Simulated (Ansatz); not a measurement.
Isolated molecules relaxed with PBE0-D4/def2-TZVP in Ansatz; ΔE leaves out vibrations. CCSD(T)/CBS is the MP2 limit (def2-TZVPP, def2-QZVPP) plus CCSD(T) − MP2 in def2-TZVPP, frozen cores. This one scheme is used for every species. DFT in def2-TZVPP. B3LYP here is the variant with VWN-RPA as its local correlation; programs differ in this. HSE06 is defined as in plane-wave codes. def2 core potentials past Kr. For Sn outer-core shells are correlated without core-valence functions, which leaves a few kJ/mol of doubt a bond. Each species was taken in one conformer, which may not be the lowest.

`C=[CH][SnH]([Cl])[Cl]` + CH₃OH → `C[O][SnH]([Cl])[Cl]` + `C=C`  (ligand exchange at the Sn–C bond)

| level | ΔE (kcal/mol) | difference from CCSD(T)/CBS |
| --- | --- | --- |
| PBE-D4 | -7.5 | 0.3 |
| r2SCAN-D4 | -8.8 | -1.0 |
| B3LYP-D4 | -8.6 | -0.8 |
| r2SCAN0-D4 | -7.5 | 0.3 |
| HSE06-D4 | -6.4 | 1.4 |
| BHLYP-D4 | -8.2 | -0.4 |
| ωB97M-V | -7.6 | 0.2 |
| PBE-QIDH | -6.6 | 1.2 |
| BLYP | -9.7 | -1.9 |
| B3LYP | -8.8 | -1.0 |
| BHLYP | -8.5 | -0.7 |
| LC-ωPBE | -7.5 | 0.3 |
| MP2/def2-TZVPP | -6.7 | 1.1 |
| CCSD/def2-TZVPP | -7.1 | 0.7 |
| MP2/def2-QZVPP | -7.2 | 0.6 |
| SCS-MP2/def2-QZVPP | -8.1 | -0.3 |
| CCSD(T)/CBS | -7.8 | 0 |

Largest T1 diagnostic among the species: 0.013.

From PBE to PBE0 (25 % exact exchange), in def2-TZVPP and without D4, ΔE moves by +1.0 kcal/mol. At CCSD(T), def2-SVP lies −0.9 kcal/mol from the extrapolated value and def2-TZVPP +0.6 kcal/mol. In def2-TZVPP, CCSD(T) changes the Hartree–Fock value by +1.7 kcal/mol (the triples alone add −0.1 kcal/mol) and MP2 by +2.2 kcal/mol.

CCSD(T)/CBS has its own doubt, a few kJ/mol and more with outer-core shells, so smaller differences from it don't rank the levels.
